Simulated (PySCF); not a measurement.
Structure problem from calculated spectra and properties.

Formula: CH6O3Si.

| Item | Value |
| --- | --- |
| UV, first state | lowest singlet excitation: 7.82 eV (159 nm, f = 0.005) [TDDFT CAM-B3LYP/def2-SVPD] |
| Dipole | 1.75 D [CAM-B3LYP/def2-SVPD] |
| XPS | Si2p3/2 108.2, C1s 292.6, O1s 538.3, O1s 538.8 (×2), Si1s 1848.4 eV [ΔSCF SCAN, pcX-2 on the ionised atom, pcseg-1 elsewhere, spin-free X2C, 2p3/2 from a spin–orbit splitting computed afterwards within the 2p shell] |
| Polarisability | 49.3 au [CAM-B3LYP/def2-SVPD] |
| Triplet | lowest triplet excitation (Tamm–Dancoff): 7.61 eV [TDA CAM-B3LYP/def2-SVPD] |
| 1H NMR | chemical shifts (computed TMS as zero) by class: 4.30 (1 H), 3.59 (3 H), 1.64 (2 H) ppm [GIAO PBE0/pcSseg-1] |
| 13C NMR | chemical shifts (computed TMS as zero) by class: 50.7 (1 C) ppm [GIAO PBE0/pcSseg-1] |
| Rotational structure | rotational constants A, B, C: 6.354, 2.993, 2.249 GHz [PBE0-D3(BJ)/def2-SVP] |
| NMR, other nuclei | isotropic shieldings of nuclei other than C and H, by class: 280 (2 O), 291 (1 O), 395 (1 Si) ppm [GIAO PBE0/pcSseg-1] |
| UV, strongest line | among the 10 lowest singlet transitions: S7 at 8.87 eV (140 nm, f = 0.073) [TDDFT CAM-B3LYP/def2-SVPD] |

The electronic properties come from PySCF, for the isolated species, density fitting. Levels stand in brackets. Geometry: PBE0-D3(BJ)/def2-SVP, one conformer, isolated molecule. NMR classes are plain means over equivalent atoms (diastereotopic ones count apart unless rotation or inversion swaps them), as if these changed places fast.

Task: Propose a structure and show how it fits.

Result: Numbering: `[CH3:1][O:2][SiH:3]([OH:4])[OH:5]`. Its formula, CH6O3Si, gives 0 degrees of unsaturation, so no ring and no π bond. The one carbon: methoxy carbon [C1] (50.7 ppm). Hydrogen classes from least to most shielded: 1 H on an oxygen-bound silicon, Si3 (4.30 ppm), 3 H on a methoxy carbon, C1 (3.59 ppm), 2 H on 2 silanol oxygens, O4/O5 (1.64 ppm). The other shieldings belong to: 280 ppm, silanol oxygen [O4/O5]; 291 ppm, silyl ether oxygen [O2]; 395 ppm, oxygen-bound silicon [Si3]. The core levels belong to: Si2p3/2 108.2 eV, oxygen-bound silicon [Si3]; C1s 292.6 eV, methoxy carbon [C1]; O1s 538.3 eV, silyl ether oxygen [O2]; O1s 538.8 eV, silanol oxygen [O4/O5]; Si1s 1848.4 eV, oxygen-bound silicon [Si3]. One atom of each topological class was ionised and stands for its class. The optimised geometry has point group C1 and is an asymmetric top. Structure: `CO[SiH](O)O`. Computed isomers that give other values at the same levels: `C[Si](O)(O)O` (13C chemical shifts (computed TMS as zero) by class: -4.5 (1 C) ppm). The assignments are read from this structure; whether some other isomer fits the data as well wasn't checked.

Conformer computed: `[CH3:1][O:2][SiH:3]([OH:4])[OH:5]`: C1–O2–Si3–O4 68°, H–O4–Si3–O2 76°, H–O5–Si3–O2 20°.
